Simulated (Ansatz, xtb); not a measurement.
**Relative energy of two isomers of CHSbSe**

Structure X is `[CH]1=[Sb][Se]1`, a singlet and structure Y is `[Se]=[C]=[SbH]`, a singlet. Both are isolated molecules in the gas phase, relaxed with r2SCAN-D4/def2-TZVP.

X (Å):

```csv
atom,x (Å),y (Å),z (Å)
C,0.1856,-0.6699,0.3377
Sb,-0.0281,1.1790,-0.3502
Se,-0.7501,-0.2488,1.8860
H,0.6111,-1.6358,0.0938
```

Y (Å):

```yaml
atoms:
  - { symbol: C, position_ang: [-1.7061, 0.9028, 1.5252] }
  - { symbol: Sb, position_ang: [-0.4321, -0.5945, 1.8655] }
  - { symbol: Se, position_ang: [-2.8268, 2.0927, 1.1017] }
  - { symbol: H, position_ang: [0.0376, 0.2037, 3.3088] }
```

Question: Which of the two would you expect CCSD(T)/def2-TZVPP electronic energies to favour?

Answer: Structure X; the calculation gives E(Y) − E(X) = +12.6 kcal/mol.

How the difference moves with the method:

| level | geometry | E(Y) − E(X) (kcal/mol) | departure from the last row (kcal/mol) | job, with rough time for the two |
| --- | --- | --- | --- | --- |
| GFN2-xTB | GFN2-xTB | +27.5 | +15.0 | optimisation, 0.11 s |
| HF/STO-3G | GFN2-xTB | +7.2 | −5.4 | single point, 0.62 s |
| r2SCAN-D4/def2-SVP | GFN2-xTB | +10.2 | −2.3 | single point, 1.9 s |
| r2SCAN-D4/def2-TZVP | r2SCAN-D4/def2-TZVP | +11.3 | −1.2 | optimisation, 26 s |
| HF/def2-TZVPP | r2SCAN-D4/def2-TZVP | +11.2 | −1.3 | part of the CCSD(T) run |
| MP2/def2-TZVPP | r2SCAN-D4/def2-TZVP | +10.2 | −2.3 | part of the CCSD(T) run |
| CCSD(T)/def2-TZVPP | r2SCAN-D4/def2-TZVP | +12.6 |  | single point, 35 s |

As drawn, Y has 1 C=Se, 1 Sb–H in place of 1 Sb–Se, 1 C–Se, 1 C–H. Structure X has a 3-membered ring, Y no ring.

The levels shown agree on the order. The largest departure from CCSD(T)/def2-TZVPP is that of GFN2-xTB, 15.0 kcal/mol. The closed-shell reference of X is unstable towards spin breaking, so its energies are less sure.

With harmonic frequencies from r2SCAN-D4/def2-TZVP (ideal gas, rigid rotor, one conformer each, 298.15 K, 1 atm): on the last row, ΔE + ΔZPE = +9.8, ΔH = +10.2, ΔG = +9.8 kcal/mol.

The T1 diagnostic of structure X is large, so the coupled-cluster value is less sure. The correlated steps freeze 14 core orbitals; the filled d shell of Sb and Se is correlated, in a basis made for valence electrons. Atoms past krypton carry core potentials in the def2 sets, other sets are all-electron and non-relativistic, and no spin–orbit term is included. Codes used: Ansatz 0.2.0, xtb 6.7.1; the last row on 2 threads of Arm Neoverse V2 on a shared host.
